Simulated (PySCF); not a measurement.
`C=C[Si@@H](C)[SiH3]`. Level of theory: PBE0-D3(BJ)/def2-SVP geometry optimisation, gas phase (PySCF 2.14.0).

```
atom  x, y, z in Å
C1    -1.8664   -1.7361   -0.3995
C2    -1.1189   -0.9329    0.3668
Si3   -0.0428    0.4495   -0.2968
C4    -0.3986    2.0789    0.5805
Si5    2.2141   -0.1244    0.0248
H6    -1.9076   -1.6183   -1.4884
H7    -2.4709   -2.5475    0.0218
H8    -1.1225   -1.1074    1.4520
H9    -0.3038    0.5757   -1.7679
H10   -1.4486    2.3787    0.4404
H11    0.2452    2.8829    0.1911
H12   -0.2084    1.9865    1.6612
H13    2.4805   -0.3302    1.4855
H14    2.5699   -1.3860   -0.6966
H15    3.1213    0.9668   -0.4566
```

Q: What is the longest distance between nuclei?

A: H7···H15, 6.62 Å; the next longest distance is 6.07 Å.

Q: How far apart are these pairs, which share no bond: C1···H10, C1···H15, H6···H9, H10···H12, H12···H13, H12···H14?

A: C1···H10 4.220 Å (4 bonds apart); C1···H15 5.673 Å (4 bonds apart); H6···H9 2.732 Å (4 bonds apart); H10···H12 1.784 Å (2 bonds apart); H12···H13 3.554 Å (4 bonds apart); H12···H14 4.965 Å (4 bonds apart).

Q: What are the angles Si3–C2–H8, C4–Si3–H9, C2–Si3–Si5, H10–C4–H12, H14–Si5–H15?

A: From the scalar product of the two bond vectors; for Si3–C2–H8 it is -0.9652 Å² over 1.8733 × 1.0991 Å², cos θ = -0.4688. Si3–C2–H8 118.0°; C4–Si3–H9 110.6°; C2–Si3–Si5 108.8°; H10–C4–H12 108.2°; H14–Si5–H15 108.4°.

Q: What is the repulsion energy of the bare nuclei, Σ ZA·ZB/RAB?

A: 269.09 Eh over 105 pairs, with full nuclear charges and distances in bohr; the largest single term is 44.12 Eh (Si3 with Si5).

Q: Write the matrix of distances between heavy atoms (Å, lower triangle).

A: 
```
C1    0.000
C2    1.338  0.000
Si3   2.848  1.873  0.000
C4    4.203  3.104  1.884  0.000
Si5   4.408  3.447  2.351  3.463  0.000
```

Whether it is a minimum is left open (no frequencies). One conformer, not necessarily the lowest.
